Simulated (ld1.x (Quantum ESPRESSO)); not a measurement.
**bromine (Br): excitation energies, all-electron against TM semilocal**

| Property | Result |
| --- | --- |
| Element | bromine (Br) |
| Generator | ld1.x (Quantum ESPRESSO) 7.5 |
| Type | norm-conserving Troullier–Martins (semilocal form) |
| Functional | LDA (PZ) |
| Relativity | scalar-relativistic |
| Frozen core | [Ar] |
| Valence charge | 17 |
| Reference configuration | 3d10 4s1.75 4p5.25 |
| Partial waves | 4p (bound): rc 1.60 bohr; 3d (bound): rc 1.00 bohr; 4s (bound): rc 1.05 bohr |
| Local potential | the s channel |
| Core correction | a·sin(br)/r model core inside 0.60 bohr |

Energies are relative to the spin-unpolarised reference configuration 3d10 4s1.75 4p5.25; without spin polarisation the order of configurations can differ from experiment. Spin-polarised rows fill each open shell by Hund’s rule, majority spin first.

Problem. Give the all-electron excitation energy and the error of the potential for: 3d10 4s2 4p5; 3d10 4s2 4p4; 3d10 4s2 4p3; 3d9 4s2 4p6; 3d10 4s2 4p5.3; 3d10 4s1 4p5; 3d10 4s1 4p6; 3d10 4s1.75 4p5.25 (spin-polarised); 3d10 4s2 4p5 (spin-polarised).

Solution.

```json
{"valence configuration": "3d10 4s2 4p5", "charge": "0", "ΔE all-electron (eV)": "-3.085", "error AE − PS (meV)": "-0.3"}
{"valence configuration": "3d10 4s2 4p4", "charge": "+1", "ΔE all-electron (eV)": "9.623", "error AE − PS (meV)": "-1.8"}
{"valence configuration": "3d10 4s2 4p3", "charge": "+2", "ΔE all-electron (eV)": "32.567", "error AE − PS (meV)": "+4.6"}
{"valence configuration": "3d9 4s2 4p6", "charge": "0", "ΔE all-electron (eV)": "61.383", "error AE − PS (meV)": "-344"}
{"valence configuration": "3d10 4s2 4p5.3", "charge": "-0.3", "ΔE all-electron (eV)": "-5.092", "error AE − PS (meV)": "+0.6"}
{"valence configuration": "3d10 4s1 4p5", "charge": "+1", "ΔE all-electron (eV)": "22.666", "error AE − PS (meV)": "+0.5"}
{"valence configuration": "3d10 4s1 4p6", "charge": "0", "ΔE all-electron (eV)": "9.333", "error AE − PS (meV)": "-4.2"}
{"valence configuration": "3d10 4s1.75 4p5.25 (spin-polarised)", "charge": "0", "ΔE all-electron (eV)": "-0.161", "error AE − PS (meV)": "+1.8"}
{"valence configuration": "3d10 4s2 4p5 (spin-polarised)", "charge": "0", "ΔE all-electron (eV)": "-3.236", "error AE − PS (meV)": "+1.7"}
```

Levels in the configuration 3d10 4s2 4p5 (spin-polarised):

```csv
level,all-electron (eV),pseudo (eV)
3d up,-67.037,-66.975
4s up,-20.624,-20.625
4p up,-8.287,-8.292
3d down,-66.916,-66.880
4s down,-19.965,-19.960
4p down,-7.681,-7.678
```
